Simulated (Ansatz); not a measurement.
One change: `OCB(F)Br` becomes `NB(F)Br`.

Ansatz, PBE0-D4/def2-TZVP geometries, multiplicity 1. Each molecule was computed in one conformer, which needn't be the lowest.

Scalar relativity is left out up to krypton. Spin–orbit coupling is left out; it splits and shifts lone-pair levels of the heavy atoms by tenths of an eV.

```json
{"property": "HOMO–LUMO gap (ωB97M-V/def2-TZVPP) / eV", "`OCB(F)Br`": "11.80"}
{"property": "HOMO–LUMO gap (B3LYP/def2-TZVPP) / eV", "`OCB(F)Br`": "6.76"}
{"property": "HOMO energy (ωB97M-V/def2-TZVPP) / eV", "`OCB(F)Br`": "-10.72"}
{"property": "HOMO energy (PBE/def2-TZVPP) / eV", "`OCB(F)Br`": "-6.52"}
{"property": "LUMO energy (PBE0/def2-TZVPP) / eV", "`OCB(F)Br`": "-1.01"}
{"property": "HOMO energy (B3LYP/def2-TZVPP) / eV", "`OCB(F)Br`": "-7.99"}
```

**Question.** Give the same properties after the change, and the shifts. (An estimate is asked.)

**Answer.** Computed: 
```
                               property  `NB(F)Br`  shift
HOMO–LUMO gap (ωB97M-V/def2-TZVPP) / eV      12.45   0.65
  HOMO–LUMO gap (B3LYP/def2-TZVPP) / eV       8.28   1.52
  HOMO energy (ωB97M-V/def2-TZVPP) / eV     -10.52   0.20
      HOMO energy (PBE/def2-TZVPP) / eV      -6.94  -0.42
     LUMO energy (PBE0/def2-TZVPP) / eV       0.62   1.63
    HOMO energy (B3LYP/def2-TZVPP) / eV      -8.02  -0.03
```

B3LYP here is the variant with VWN-RPA as its local correlation; programs differ in this.
